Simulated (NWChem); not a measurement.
Molecule: GeNH$_{2}$F$_{3}$; SMILES [NH2][Ge]([F])([F])[F]

```xyz
7

N      0.4936    -1.7508     0.0000
Ge     0.0006    -0.0087     0.0000
F     -0.9403     0.3359    -1.3982
F     -0.9403     0.3359     1.3982
F      1.2684     1.1673     0.0000
H      1.0187    -2.0097    -0.8314
H      1.0187    -2.0097     0.8314
```
Atoms are numbered in this order, from 1.

Results from NWChem. Structure relaxed at the B3LYP/6-31G* (spherical d) level.

For level PBE0/3-21G:

highest occupied level (eV): -8.29
orbital gap (eV): 7.89
dipole (D): 3.49

Problem. Estimate the same quantities for level PBE0/STO-3G.

Solution. The highest occupied level (eV) comes out as -4.17, the orbital gap (eV) comes out as 8.95 and the dipole (D) comes out as 1.75.
